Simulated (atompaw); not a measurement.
Before and after: PAW (atompaw) potential for Rh (Z = 45)

```
Element                 : Rh
Generator               : atompaw 4.2.0.5
Type                    : PAW
Functional              : PBE
Relativity              : scalar-relativistic
Frozen core             : [Kr]
Valence charge          : 9
Reference configuration : 4d8 5s0 5p1
Partial waves           : 5s (bound, empty): rc 3.00 bohr; 5s channel at 0.85 Ry: rc 2.65 bohr; 5p (bound): rc 3.00 bohr; 5p channel at 2.1 Ry: rc 3.00 bohr; 4d (bound): rc 2.00 bohr; 4d channel at 0.95 Ry: rc 3.00 bohr
Local potential         : ultrasoft scheme with l = 3 at 0.5 Ry, radius 2.70 bohr
Core correction         : smooth core density matched at 2.05 bohr
Augmentation charge     : sinc compensation charge, radius 2.85 bohr; PAW radius 3.00 bohr; waves and projectors: custom rrkj vanderbiltortho
```

Change: all radii scaled by about 1.30 (s 3.90, p 3.90, d 2.60 bohr); local potential ultrasoft scheme with l = 3 at 0.5 Ry, radius 3.50 bohr; augmentation sinc compensation charge, radius 3.70 bohr; PAW radius 3.90 bohr; waves and projectors: custom rrkj vanderbiltortho; core correction smooth core density matched at 2.66 bohr.

Cutoffs: the cutoffs (Ry, on a coarse ladder) from which the occupation-weighted sum of valence levels, in a spherical-Bessel basis at the reference potential, stays within 10 and 1 mRy of its value at 400 Ry; they do not see the model core or the augmentation charge, which bear on the density cutoff.

Question: What does the change do?

Answer: The potential gets softer (30 Ry and 45 Ry → 15 Ry and 25 Ry); neither file shows a bound ghost. A larger radius leaves more room for a smooth pseudo-wave, so fewer plane waves are needed.

| quantity | base | changed |
| --- | --- | --- |
| cutoff, loose | 30 Ry | 15 Ry |
| cutoff, tight | 45 Ry | 25 Ry |
| loose cutoff by channel (10 mRy a level) | p 6 Ry, d 21 Ry | p 6 Ry, d 12 Ry |
| bound ghosts | none | none |
| lowest overlap eigenvalue by channel | s 0.64, p 0.59, d 0.58 | s 0.47, p 0.58, d 0.69 |

 The cutoffs see the waves, projectors and local potential, not the compensation charge or the core.
